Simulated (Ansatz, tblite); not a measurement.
Cost and result up the ladder for [ICl4]- (ICl₄⁻) (5 atoms). The state is a singlet with charge -1. Geometry: PBE-D4/def2-SVPD.

```
atom    x (Å)    y (Å)    z (Å)
  I1   0.0001   0.0000   0.0001
 Cl2   0.2339  -1.9794   1.6278
 Cl3  -2.1376  -1.0520  -0.9723
 Cl4  -0.2340   1.9792  -1.6277
 Cl5   2.1377   1.0523   0.9722
```

Ansatz on 4 threads of Arm Neoverse V2 on a shared host; xTB runs through tblite on one thread. Times are rough, summed over both states, and most runs start from the orbitals of an earlier one. PBE0-D4/def2-TZVPD serves as the yardstick here, not as an exact answer. The other state is a doublet.

In the def2 sets I takes a core potential; there is no spin–orbit coupling. The xTB rows come from tblite.

Raw xTB energies of ions are shifted by several eV.

| level | functions | vertical IE (eV) | difference from PBE0-D4/def2-TZVPD (eV) |
| --- | --- | --- | --- |
| PBE-D4/def2-TZVPD | 243 | 5.02 | -0.61 |
| r2SCAN-D4/def2-TZVPD | 243 | 5.27 | -0.35 |
| PBE0-D4/def2-TZVPD | 243 | 5.63 | 0.00 |
| GFN1-xTB | 45 | 10.36 | 4.73 |
| GFN2-xTB | 45 | 9.53 | 3.91 |

(1) Estimate how long each takes.

Results:

(1) GFN2-xTB 0.009 s; GFN1-xTB 0.01 s; PBE-D4/def2-TZVPD 9.5 s; r2SCAN-D4/def2-TZVPD 23 s; PBE0-D4/def2-TZVPD 26 s. On shared hardware such times vary by a factor of up to 3.
